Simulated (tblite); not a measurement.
C4H10O2Si.
SMILES with atom numbers: `[CH3:1][C:2]1([SiH:3]([OH:4])[OH:5])[CH2:6][CH2:7]1` (hydrogens: H8, H9, H10 on C1; H11 on Si3; H12 on O4; H13 on O5; H14, H15 on C6; H16, H17 on C7)

The geometry is computed with GFN2-xTB (gas phase).

(1) What internal coordinates does the optimisation give?

## Answers

(1) 
```tsv
bond	length (Å)	order
C1–C2	1.514	single
C2–Si3	1.885	single
Si3–O4	1.636	single
Si3–O5	1.619	single
C2–C6, C2–C7	1.504	single
C6–C7	1.494	single
C1–H8, C1–H9, C1–H10	1.089	single
Si3–H11	1.464	single
O4–H12, O5–H13	0.953	single
C6–H14, C7–H17	1.080	single
C6–H15, C7–H16	1.080	single
```

Bonds in one row agree within 0.01 Å and their mean is given. Orders are formal, as drawn. A selection of angles:
```tsv
angle	degrees
C2–C1–H8	110.6
C2–C1–H9	109.9
H8–C1–H9	108.0
H9–C1–H10	108.6
C1–C2–Si3	115.8
C1–C2–C6	116.8
Si3–C2–C6	118.3
C6–C2–C7	59.5
C2–Si3–O4	112.7
C2–Si3–O5	107.3
C2–Si3–H11	111.2
O4–Si3–O5	105.7
O4–Si3–H11	109.0
O5–Si3–H11	111.0
Si3–O4–H12	120.0
C2–C6–C7	60.3
C2–C6–H14	118.7
C2–C6–H15	117.9
C7–C6–H14	118.3
C7–C6–H15	118.1
H14–C6–H15	113.6
```

Dihedral angles: C1–C2–Si3–O4 62° (synclinal); C1–C2–C6–C7 -107° (anticlinal); C1–C2–C7–C6 107° (anticlinal); H12–O4–Si3–C2 55° (synclinal); H13–O5–Si3–C2 150°. The mirror-image conformer, all signs reversed, is as good.

Si3 (oxygen-bound silicon) is distorted tetrahedral (angles from 105.7° to 112.7°). Of the pairs four or more bonds apart, H10···H16 is among the closest relative to their van der Waals radii: 2.46 Å, 103 % of the sum of Bondi's values. The 3-membered ring C2–C6–C7 has internal angles of 59.5° to 60.3°. The 4 C–C bonds span 1.494 Å (C6–C7, drawn single) to 1.514 Å (C1–C2, drawn single), a spread of 0.020 Å.

Point group: C1 (no symmetry element, even within 0.4 Å). Its GFN2-xTB frequencies are all real (lowest 31 cm⁻¹). The numbers are those of one conformer (C1–C2–Si3–O4 62°, C2–Si3–O4–H 55°, C2–Si3–O5–H 150°).
